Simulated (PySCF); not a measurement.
Compound: C₄H₇FSi.
Numbering: `[F:1][C:2]1=[CH:3][CH2:4][SiH2:5][CH2:6]1` (hydrogens: H7 on C3; H8, H9 on C4; H10, H11 on Si5; H12, H13 on C6)

Linear response at CAM-B3LYP/def2-SVPD (PySCF, frozen core in the response, non-relativistic). Geometry: PBE0-D3(BJ)/def2-SVP; no solvent, vibrations or thermal averaging.

Static isotropic polarisability: 71.23 au (10.55 Å³), principal values 57.3, 76.5, 79.8 au.

What is the polarisability at 1064 nm and at the sodium D line?

71.85 au at 1064 nm (+0.9 %), 73.32 au at 589.3 nm (+2.9 %). The rise at 589.3 nm is 3.36 times that at 1064 nm; a pure ω² law gives 3.26. The lowest singlet lies at 192 nm, shorter than both wavelengths.

What is the isotropic C6 coefficient between two such molecules, C6 = (3/π)∫α(iω)² dω?

2017 au (Eh·bohr⁶) by a ten-point quadrature over imaginary frequencies, which is 1210 eV·Å⁶ or 116 J·nm⁶/mol.

Which effective excitation energy ω̄ makes London's formula C6 = (3/4)α²ω̄ exact here?

ω̄ = 4·C6/(3α²) = 0.530 Eh = 14.4 eV. A one-pole form α(ω) = α/(1 − ω²/ω̄²) fitted to the 1064 nm value gives 12.5 eV.

What three-body coefficient follows from the one-pole estimate C9 = (3/4)·α·C6?

108000 au. This is an estimate from the two numbers above, not a computed integral.

What does −C6/R⁶ come to at R = 8 Å between centres?

-440 J/mol. This is the leading, orientation-averaged term; C8 and higher terms are left out.

What molar refraction at the D line follows from R = (4π/3)·N_A·α′, with α′ the polarisability volume?

α′ = 10.86 Å³ gives R = 27.41 cm³/mol, for isolated, non-vibrating species.

The lowest 6 singlets have (eV, f): 6.47, 0.003; 6.90, 0.002; 6.98, 0.194; 7.58, 0.001; 7.72, 0.002; 7.86, 0.022. What share of the static polarisability do they carry in the sum over states α = Σ f/ω²?

3.34 au, 4.7 % of α; the largest term, 2.96 au, is that of the state at 6.98 eV. Their oscillator strengths add up to 0.22. Higher states carry the rest.
